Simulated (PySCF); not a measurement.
# A small calculation by hand: oscillator strength and radiative lifetime

SiCl2, SMILES Cl[Si]Cl (connectivity only; charge and spin as stated), neutral, multiplicity 1.

Geometry optimised at PBE-D3(BJ)/def2-TZVP. The isomer is the one that the SMILES or the coordinates give; other isomers of the formula were not compared.

TDA-M06-2X/def2-SVPD (PySCF 2.14.0) puts the first singlet state with f over 0.02 at 3.99 eV (vertical), with the transition dipole (-0.682, 0.000, 0.000) in atomic units.

Question: Find the oscillator strength, the wavelength and the radiative lifetime that this transition would have in vacuum if emission retraced absorption.

Answer: 
|μ|² = 0.4651 au, so |μ| = 1.73 D. ΔE = 3.99/27.211 = 0.1466 hartree. f = (2/3) ΔE |μ|² = 0.045 (the program prints 0.045).
λ = 1239.84/3.99 = 311 nm; ν = 32182 cm⁻¹.
Einstein's coefficient A = 0.6670 ν² f s⁻¹ (ν in cm⁻¹) = 3.1e7 s⁻¹, so τ = 1/A = 32 ns. This state is S1. The figure is the radiative limit of this one transition; relaxation, internal conversion, crossing to triplets and a medium change what is measured.
